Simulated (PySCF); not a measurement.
The PySCF input:
```python
from pyscf import gto, scf, dft

mol = gto.M(
    atom='''
F     2.498832   -0.268387   -1.137586
Si    1.110337   -0.087130   -0.202929
F     1.713581    1.210891    0.584382
F     1.568061   -1.252836    0.845992
Si   -1.110337    0.087130    0.202929
F    -1.568061    1.252836   -0.845992
F    -1.713581   -1.210891   -0.584382
F    -2.498832    0.268387    1.137586
''',
    basis='3-21g',
    charge=-1,
    spin=1,
    verbose=4,
)

mf = dft.UKS(mol)
mf.xc = 'pbe0'
mf.kernel()
```

What is the computed number of basis functions (PBE0/3-21G (PySCF))?

80

Estimate the Mulliken (on the basis functions themselves) charges in atom order that PBE0/3-21G returns for this input.

F1 -0.43, Si2 0.83, F3 -0.45, F4 -0.45, Si5 0.83, F6 -0.45, F7 -0.45, F8 -0.43

What is the computed <S^2> (PBE0/3-21G)?

0.755

These values belong to the state on which the SCF converged, which isn't shown to be the lowest.
